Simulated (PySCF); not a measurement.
F₂Mg (SMILES [F][Mg][F]), singlet, geometry from GFN2-xTB (such geometries of metal compounds can be far from the true shape). Base run: HF/6-31+G* run with PySCF.

Input for PySCF:
```python
from pyscf import gto, scf, solvent

mol = gto.Mole()
mol.atom = '''
    Mg    0.42349607    0.00261960   -0.06981186
    F    -0.45781640    1.14987996   -0.97478529
    F    -0.10684502   -1.15337276    1.06786777
'''
mol.basis = '6-31+g*'
mol.verbose = 4
mol.build()

mf = scf.RHF(mol)
mf.kernel()
```

The base run was repeated with changes; each row names its change, and settings that it needs were set with it.

| change | ΔE vs base (kJ/mol) | dipole (D) | HOMO-LUMO gap (eV) |
|---|---|---|---|
| base | 0.00 | 5.42 | 14.42 |
| model = IEF-PCM; solvent = methanol; r_probe = 0.5 | -59.4 | 5.77 | 15.43 |
| model = IEF-PCM; solvent = 2-propanol | -120.2 | 5.98 | 15.77 |
| model = IEF-PCM; solvent = methanol; lebedev_order = 41 | -124.3 | 6.00 | 15.80 |
| model = IEF-PCM; solvent = tetrahydrofuran | -105.4 | 5.91 | 15.65 |
| model = COSMO; solvent = methanol | -123.7 | 6.00 | 15.80 |
| model = IEF-PCM; solvent = methanol | -124.2 | 6.00 | 15.80 |
| model = C-PCM; solvent = methanol | ? | 6.00 | ? |
| model = IEF-PCM; solvent = methanol; lebedev_order = 11 | ? | ? | ? |
| model = ddCOSMO; solvent = methanol | ? | ? | ? |
| model = IEF-PCM; solvent = methanol; vdw_scale = 1.4 | -75.2 | 5.83 | 15.57 |
| model = IEF-PCM; solvent = methanol; vdw_scale = 1.1 | -164.2 | 6.11 | 15.93 |

**Question.** Complete the blanks.

**Answer.** 
- model = C-PCM; solvent = methanol, ΔE vs base (kJ/mol): -125.8
- model = C-PCM; solvent = methanol, HOMO-LUMO gap (eV): 15.81
- model = IEF-PCM; solvent = methanol; lebedev_order = 11, ΔE vs base (kJ/mol): -123.4
- model = IEF-PCM; solvent = methanol; lebedev_order = 11, dipole (D): 5.99
- model = IEF-PCM; solvent = methanol; lebedev_order = 11, HOMO-LUMO gap (eV): 15.78
- model = ddCOSMO; solvent = methanol, ΔE vs base (kJ/mol): -199.6
- model = ddCOSMO; solvent = methanol, dipole (D): 6.17
- model = ddCOSMO; solvent = methanol, HOMO-LUMO gap (eV): 15.54

The base is the gas phase, so ΔE is the electrostatic part of solvation at a fixed geometry, without cavity and dispersion terms.
